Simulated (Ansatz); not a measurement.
Species: sum formula H8Si3O4, charge 0, multiplicity 1. SMILES: O[Si](O)(O[SiH3])O[SiH3]
Coordinates optimised at B3LYP-D3(BJ)/def2-TZVP (Ansatz, a quantum-chemistry and plane-wave program):
```xyz
15

O     -0.7783    -1.9562     0.1657
Si    -0.0314    -0.6067    -0.3757
O      0.6370    -0.7764    -1.8578
O     -1.1750     0.5391    -0.4119
Si    -2.4847     1.1025     0.4054
O      1.1916    -0.2169     0.6115
Si     2.5760     0.6652     0.6892
H     -0.2366    -2.7183     0.3835
H      0.0507    -0.8790    -2.6110
H     -3.6821     0.3091     0.0511
H     -2.2547     1.0251     1.8658
H     -2.6913     2.5119     0.0092
H      3.6933    -0.0921     0.0833
H      2.8687     0.9200     2.1158
H      2.4087     1.9529    -0.0218
```
Charge 0, spin multiplicity 1.

Quantity: atomisation energy (electronic, to ground-state atoms); the coupled-cluster value holds the core correlation from cc-pwCVTZ, in kcal/mol. Cores are frozen in the correlated levels unless marked. UHF or UKS for open shells. No spin-orbit coupling. No relativistic terms. CBS(X,Y): correlation extrapolated as X^-3; Hartree-Fock from the larger set.

Level to compare with: CCSD(T)/CBS(cc-pV(T+d)Z,cc-pV(Q+d)Z) plus the core term (Ansatz), 1379.2 kcal/mol. It is a level with limits of its own, and the differences hold the functionals' basis error too.

Rank these functionals by how close they come to CCSD(T)/CBS(cc-pV(T+d)Z,cc-pV(Q+d)Z), closest first: B3LYP/def2-TZVPD (Ansatz); B97M-V/def2-TZVPD (Ansatz); wB97X-V/def2-TZVPD (Ansatz).

wB97X-V/def2-TZVPD (range-separated hybrid with VV10, 1370.1 kcal/mol, difference -9.1), B97M-V/def2-TZVPD (meta-GGA with VV10, 1363.5 kcal/mol, difference -15.7), B3LYP/def2-TZVPD (global hybrid, 1342.8 kcal/mol, difference -36.4)
